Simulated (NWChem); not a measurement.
Species: ZrO₂; SMILES [O]=[Zr]=[O]

Results from NWChem. Geometry: optimised at PBE0/def2-SVP. No frequency run checked for a minimum. def2 effective core potentials on Zr; no spin-orbit coupling. Ions are spin-unrestricted doublets at the neutral geometry; other ion states weren't tried.

For level PBE/def2-SVP:

* **vertical ionisation energy, ΔSCF (eV)**: 8.89
* **−ε(HOMO) (eV)**: 5.14

Question: Estimate the same quantities for level CAM-B3LYP/def2-SVP.

Answer: 
- vertical ionisation energy, ΔSCF (eV) = 9.09
- −ε(HOMO) (eV) = 8.01
